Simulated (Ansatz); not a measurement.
Basis-set extrapolation for `C[B]1C[BH][Al]1[CH3]` (PBE0-D4/def2-TZVP geometry, frozen core, the Gaussian-basis code of Ansatz). Multiplicity 1, RHF reference.

|  | def2-TZVPP | def2-QZVPP |
| --- | --- | --- |
| HF | -410.115218 | -410.129596 |
| MP2 correlation | -0.797293 | -0.847350 |
| CCSD(T) correlation | -0.897228 | not run |

Energies in hartree. Use E(X) = E(∞) + A·exp(−7.88·√X) for Hartree–Fock and E(X) = E(∞) + B·X^(−2.97) for correlation, with X = 3 and 4, and add CCSD(T) minus MP2 of the smaller set to the MP2 limit.

Q: What is the CCSD(T) energy at the basis-set limit?

A: HF limit: -410.129596 + (-0.014378) × 0.13774 = -410.13158. MP2 limit: -0.847350 + (-0.050057) × 0.74074 = -0.88443. Higher-order term: -0.897228 − (-0.797293) = -0.09993. Total: -411.11594 hartree, 271.7 kJ/mol below CCSD(T)/def2-TZVPP.
